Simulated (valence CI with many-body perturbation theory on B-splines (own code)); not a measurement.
Values are calculated unless marked as measured or tabulated.
## A CI+MBPT run for Rb²⁴⁺

The program does CI of the valence electrons with many-body perturbation theory for a frozen closed Dirac-Fock core.

Command, and the settings that its task file holds:

```sh
python run_cv.py task.json out
```

```
atom Rb  Z=37  mass_number=85  rms_radius_fm=4.2036
core [Ne]
valence 3s2 4p1
avg = 1
basis = S
breit = 1
cap = 10000
capref = 1200
cscale = 1
de = 0.0
dress = 0
eps = 2e-08
h = 0.27
hh = 1
l2 = 3
lcore = 6
maxit = 60
n2 = 5
natural = 1
nlev = 20
nno = [3, 3, 3, 2, 1]
nroot = 26
nsp = [3, 3, 2, 1, 0]
pt2 = 1
qed = 1
rpa = 1
s1 = 1
s2 = 1
s3 = 1
screen = 1
tol = 2e-05
```

Question: What became of the run, and why?

Answer: It gave no result: the start configuration must fill the lowest shells above the core. The program said: "4p is not the lowest shell of its kind above the core".
